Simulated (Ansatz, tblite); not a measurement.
Forces on TaSi2⁺ at its B3LYP-D4/def2-TZVP geometry. Charge 1, multiplicity 1.

In the def2 sets Ta takes a core potential; there is no spin–orbit coupling. The xTB rows come from tblite. At PBE0-D4/def2-TZVP the restricted singlet is unstable: a solution with broken spin symmetry lies lower. The geometry of the singlet was relaxed on an unsound state (restricted singlet, unstable towards broken spin symmetry at other levels and untested here). At PBE0-D4/def2-TZVP a triplet of charge 1 lies 0.79 eV below the restricted singlet, each at its own geometry. The structure comes from a short search, and lower isomers may exist.

GFN1-xTB (tblite), largest force 4.47 eV/Å:

```xyz
3
positions Å, forces eV/Å
Ta    1.367   -0.146   -0.054    4.469   -0.183   -0.118
Si   -0.804   -1.103   -0.208   -2.649   -1.452   -0.245
Si   -0.563    1.249    0.262   -1.820    1.635    0.363
```

GFN2-xTB (tblite), largest force 4.84 eV/Å:

```
Ta 4.831 -0.282 -0.145
Si -2.796 -1.576 -0.267
Si -2.035 1.858 0.411
```

PBE0-D4/def2-TZVP (Ansatz), largest force 0.48 eV/Å:

```
Ta -0.460 0.134 0.035
Si 0.182 0.190 0.035
Si 0.278 -0.324 -0.070
```
